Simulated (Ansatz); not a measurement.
Isomers

Structures of GeH3SO (charge -1), singlet, relaxed at PBE0-D4/def2-TZVPD (vibrations not checked; lower isomers may exist, and structures with a doubtful reference or unclear bonds are left out). Program: Ansatz 0.2.0. Basis: def2-TZVPPD. Cores are frozen in the correlated methods. Filled d shells of the heavier atoms are correlated. The def2 sets are not built for correlating such inner shells, so the correlated values are less sure here. B3LYP uses VWN-RPA correlation.

Task: Rank them by CCSD(T) energy, lowest first, and give each one's height above the lowest. Links in brackets join atoms within 1.22 times the sum of their covalent radii (1.1 for two metals). (To be estimated.)
A.
GeH₃SO ([O][S][GeH3]), total charge -1
```
6
angstrom
S 1.2741 -1.1085 0.3665
O 0.5098 -2.1324 1.2620
Ge -0.1580 0.4680 -0.2638
H -1.3906 -0.0230 -1.0959
H 0.5847 1.5053 -1.1619
H -0.8199 1.2906 0.8931
```
B.
GeH₃SO ([OH][GeH][SH]), total charge -1
```
6
angstrom
O -0.7479 -1.0463 -0.6536
Ge 0.3296 0.1675 0.2959
S -1.1607 2.0453 0.4582
H -1.2716 -1.5133 0.0004
H 1.0216 0.7035 -1.0544
H -1.3722 2.2649 -0.8504
```
C.
GeH₃SO ([OH][GeH2][S]), total charge -1
```
6
angstrom
O -0.4547 -1.3384 -0.2507
Ge 0.3448 0.2735 0.0896
S -1.0810 1.8456 0.0854
H -1.3841 -1.1149 -0.3621
H 1.4727 0.3318 -0.9959
H 1.1023 0.0025 1.4338
```

Result: By the calculation: C (0.0 kJ/mol), B (65.4 kJ/mol), A (273.6 kJ/mol). Heights count from the lowest.

Task: Do PBE-D4, r2SCAN-D4, PBE0-D4, B3LYP-D4, wB97M-V, HF, MP2 give the same order? (A judgement: the text doesn't fix the answer.)

Result: The calculation gives: All do.

No T1 diagnostic of these runs exceeds 0.018.

For scale, one of the runs: CCSD(T)/def2-TZVPPD, 196 basis functions, launched by `ansatz run in.yaml --threads 2 --pin off --events-out ev --progress --plain --max-ram 4352MiB`. Time: 110 s of wall clock on 2 CPU threads of an Arm Neoverse V1; the host was shared. Peak host memory: 2.2 GiB.
